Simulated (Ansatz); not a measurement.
Program: Ansatz. Geometries: PBE0-D4/def2-TZVP. ΔE: electronic, gas phase. CBS: MP2 limit from def2 TZ/QZ plus the TZ coupled-cluster correction, frozen cores. This one scheme is used for every species. DFT in def2-TZVPP. B3LYP here is the variant with VWN-RPA as its local correlation; programs differ in this. For Br outer-core shells are correlated without core-valence functions, which leaves a few kJ/mol of doubt a bond. Scalar relativity is left out up to krypton. One conformer a species, not always the lowest.

`[NH2][Al]([F])[F]` + HBr → `[F][Al]([F])[Br]` + NH₃  (ligand exchange at the Al–N bond)

`[NH2][Al]([F])[F]`:

Cartesian coordinates in Å:
```
N -0.699 0.083 -0.656
Al 0.569 -0.067 0.534
F 0.493 -1.219 1.698
F 1.862 0.942 0.512
H -1.514 -0.505 -0.695
H -0.710 0.767 -1.393
```

HBr:

Cartesian coordinates in Å:
```
Br 0.094 -0.687 -0.153
H -0.094 0.687 0.153
```

`[F][Al]([F])[Br]`:

Cartesian coordinates in Å:
```
F 0.838 -1.139 -0.955
Al 0.034 0.019 -0.134
F -0.363 1.400 -0.906
Br -0.510 -0.280 1.994
```

NH₃:

Cartesian coordinates in Å:
```
N 0.179 0.188 -0.110
H 0.635 -0.695 0.083
H -0.221 0.513 0.762
H -0.593 -0.006 -0.736
```

Question: Is it downhill or uphill in electronic energy at CCSD(T)/CBS, and by how much? (Best estimate.)

Answer: The calculation gave: Downhill: ΔE = -14.6 kcal/mol.

Question: What do these levels give: B3LYP-D4, B2PLYP, r2SCAN, PBE0, SCS-MP2/def2-TZVPP, SCS-MP2/def2-QZVPP? (An estimate is asked.)

Answer: The calculation gave: B3LYP-D4 -13.3, B2PLYP -13.5, r2SCAN -14.4, PBE0 -14.7, SCS-MP2/def2-TZVPP -13.7, SCS-MP2/def2-QZVPP -14.2 kcal/mol.

Largest T1 diagnostic among the species: 0.012.

In def2-TZVPP, CCSD(T) changes the Hartree–Fock value by +1.8 kcal/mol (the triples alone add −0.1 kcal/mol) and MP2 by +1.1 kcal/mol. At CCSD(T), def2-SVP lies +1.5 kcal/mol from the extrapolated value and def2-TZVPP +1.0 kcal/mol. Leaving LDA and LC-ωPBE aside and taking each functional with its dispersion term where it has one, the values, not all of them listed here, spread over 2.5 kcal/mol, from PBE-QIDH to CAM-B3LYP-D4. LDA lies +2.0 kcal/mol from PBE without D4.
